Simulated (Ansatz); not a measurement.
Start from `C[O][Zn][OH]` and change one atom or group to get `C[O][Zn][O]C`.

Ansatz, PBE0-D4/def2-TZVP geometries, multiplicity 1. Each molecule was computed in one conformer, which needn't be the lowest.

Scalar relativity is left out up to krypton.

```csv
property,`C[O][Zn][OH]`
HOMO energy (PBE0/def2-TZVPP) / eV,-7.50
LUMO energy (B3LYP/def2-TZVPP) / eV,-1.36
HOMO energy (ωB97M-V/def2-TZVPP) / eV,-9.92
LUMO energy (PBE0/def2-TZVPP) / eV,-1.01
HOMO energy (PBE/def2-TZVPP) / eV,-5.98
"ideal-gas entropy at 298 K and 1 bar (rigid rotor, harmonic PBE0-D4/def2-TZVP) / J/(mol·K)",337
```

Problem. What does the change do to each property? (Best estimate.)

Solution. Ansatz gave: 
| property | `C[O][Zn][O]C` | shift |
| --- | --- | --- |
| HOMO energy (PBE0/def2-TZVPP) / eV | -7.47 | 0.03 |
| LUMO energy (B3LYP/def2-TZVPP) / eV | -1.28 | 0.08 |
| HOMO energy (ωB97M-V/def2-TZVPP) / eV | -9.88 | 0.04 |
| LUMO energy (PBE0/def2-TZVPP) / eV | -0.95 | 0.06 |
| HOMO energy (PBE/def2-TZVPP) / eV | -5.96 | 0.02 |
| ideal-gas entropy at 298 K and 1 bar (rigid rotor, harmonic PBE0-D4/def2-TZVP) / J/(mol·K) | 378 | 41 |

The zero-point energy changes by 74.6 kJ/mol with +9 modes. Modes under 60 cm⁻¹, often nearly free rotors, make the harmonic entropy too high.

B3LYP here is the variant with VWN-RPA as its local correlation; programs differ in this.
